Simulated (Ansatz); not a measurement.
Another site gives an ion 0.07 eV lower (`C=[C-]C=C`) at the level frozen-core CCSD(T)/aug-cc-pVTZ // B3LYP-D3(BJ)/def2-TZVPD (Ansatz, a program for electronic structure).

All values below come from frozen-core CCSD(T)/aug-cc-pVTZ // B3LYP-D3(BJ)/def2-TZVPD (Ansatz). The restricted HF reference is unstable towards unrestricted orbitals.

Ansatz 0.2 input:
```yaml
crystal:
  periodic: [false, false, false]
  atoms:
    - { symbol: C, position_ang: [2.040587, 0.373902, 0.426347] }
    - { symbol: C, position_ang: [0.844394, 0.249763, -0.21057] }
    - { symbol: C, position_ang: [-0.356324, -0.197877, 0.465059] }
    - { symbol: C, position_ang: [-1.588938, -0.358452, -0.057089] }
    - { symbol: H, position_ang: [2.799783, 0.730624, -0.301944] }
    - { symbol: H, position_ang: [0.680259, 0.475485, -1.281473] }
    - { symbol: H, position_ang: [-0.203272, -0.422112, 1.520261] }
    - { symbol: H, position_ang: [-2.424113, -0.702462, 0.543201] }
    - { symbol: H, position_ang: [-1.792375, -0.14887, -1.10379] }
basis:
  gaussian: { orbitals: aug-cc-pVTZ }
correlation:
  method: ccsd_t
total_charge: -1
```

Output:

```
Functional definition: HF
1712 factors; integrals over basis functions are off by at most 9.1e-4 eV
mean field evaluation 1: about -4196.4346 eV, gradient 2.8e1 eV
mean field evaluation 2: about -4196.4359 eV, gradient 2.8e1 eV
mean field evaluation 4: about -4199.1708 eV, gradient 4.6e0 eV
mean field evaluation 8: about -4199.2665 eV, gradient 1.9e-1 eV
mean field evaluation 16: about -4199.2570 eV, gradient 1.1e0 eV
mean field -4199.26682147 eV, -154.3202093237 hartree, gradient 1.9e-6 eV, S^2 0.000000; 0 other end points of the search recorded, 0 dependent functions left out; unrestricted orbitals would lower it
4 core orbitals not correlated
reference -4199.26682147 eV, -154.3202093237 hartree; 11, 11 occupied and 284, 284 virtual orbitals, 1712 factors
second order -18.25318657 eV of doubles, -0.00000000 eV of singles
cycle   1  -18.40995978 eV  change   -1.6e-1 eV  update   1.1e-1
cycle   2  -18.91245096 eV  change   -5.0e-1 eV  update   3.5e-2
cycle   3  -19.03647106 eV  change   -1.2e-1 eV  update   2.1e-2
cycle   4  -19.02894246 eV  change    7.5e-3 eV  update   7.8e-3
cycle   5  -19.02584072 eV  change    3.1e-3 eV  update   4.9e-3
cycle   6  -19.02708411 eV  change   -1.2e-3 eV  update   2.1e-3
cycle   7  -19.02698955 eV  change    9.5e-5 eV  update   1.2e-3
cycle   8  -19.02666244 eV  change    3.3e-4 eV  update   5.3e-4
cycle   9  -19.02672266 eV  change   -6.0e-5 eV  update   2.8e-4
cycle  10  -19.02695005 eV  change   -2.3e-4 eV  update   1.5e-4
cycle  11  -19.02677914 eV  change    1.7e-4 eV  update   7.7e-5
cycle  12  -19.02679544 eV  change   -1.6e-5 eV  update   3.5e-5
cycle  13  -19.02680263 eV  change   -7.2e-6 eV  update   1.9e-5
perturbative correction -1.00121131 eV, -0.0367938369 hartree
Total energy: -4219.29483541 eV, -155.0562252605 hartree
```

Cost: around 50 core-minutes (rough).
